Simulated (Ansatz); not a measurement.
One arrangement of a pair

The pair of K⁺ (SMILES [K+], atom 1) and CO (SMILES [C-]#[O+], atoms 2–3), both closed shells, in one local arrangement (a lower one may exist), relaxed at PBE0-D4/def2-TZVP:

| atom | x (Å) | y (Å) | z (Å) |
| --- | --- | --- | --- |
| K1 | -0.0963 | -0.0283 | -2.4411 |
| C2 | 0.0260 | 0.0076 | 0.6626 |
| O3 | 0.0703 | 0.0206 | 1.7785 |

Ansatz 0.2.0; basis: def2-TZVPPD, with def2-QZVPPD for the basis limit; cores frozen in the correlated methods. The outer core shell of Li, Na, Mg and K is correlated. The def2 sets are not built for correlating such inner shells, so the correlated values are less sure here. B3LYP uses VWN-RPA correlation. Extrapolation: Hartree–Fock as exp(−7.88 √X), correlation as X^−2.97. Interaction energies count from these two fragments, frozen as in the pair, with the counterpoise correction; negative means bound.

Question: What is the interaction energy by CCSD(T) at an estimated basis limit (MP2 extrapolated from triple and quadruple zeta, plus CCSD(T) − MP2 in triple zeta)? (Judge from chemistry; the value comes from the calculation.)

Answer: Computed: -28.0 kJ/mol. Hartree–Fock alone gives -16.6 kJ/mol at the basis limit. It counts from the two fragments frozen as in the pair.

The same quantity by other methods in triple zeta, and each one's difference from that estimate:
| method | E_int (kJ/mol) | difference |
| --- | --- | --- |
| PBE-D4 | -32.1 | -4.1 |
| revPBE-D4 | -30.8 | -2.8 |
| BLYP-D4 | -31.0 | -3.0 |
| r2SCAN-D4 | -27.5 | 0.5 |
| B97M-V | -28.2 | -0.3 |
| PBE0-D4 | -28.9 | -0.9 |
| B3LYP-D4 | -29.2 | -1.2 |
| HSE06-D4 | -29.0 | -1.0 |
| wB97X-V | -27.1 | 0.8 |
| wB97M-V | -26.3 | 1.7 |
| B2PLYP | -27.4 | 0.6 |
| HF | -16.3 | 11.6 |
| MP2 | -29.8 | -1.8 |
| CCSD | -25.2 | 2.8 |
| CCSD(T) | -26.6 | 1.4 |
Differences are method less estimate.

Question: Which atoms make the shortest contact between the fragments?

Answer: K1 and C2, 3.11 Å apart.

Energy to bend the free fragments (PBE0-D4 minima) into their shapes in the pair, CCSD(T)/def2-TZVPPD: CO 1.1 kJ/mol. This must be added to the interaction energy to get the binding energy from relaxed fragments.

Basis-set superposition shift (counterpoise-corrected less uncorrected): CCSD(T) 2.2; MP2 2.1; HF 0.2; PBE0-D4 0.4; wB97M-V 0.4 kJ/mol.

T1 diagnostic: at most 0.020.

For scale, one of the runs: CCSD(T)/def2-TZVPPD, 113 basis functions, launched by `ansatz run in.yaml --threads 2 --pin off --events-out ev --progress --plain --max-ram 5222MiB`. The run took about 2 s on 2 CPU threads of an Arm Neoverse V2 (shared host).
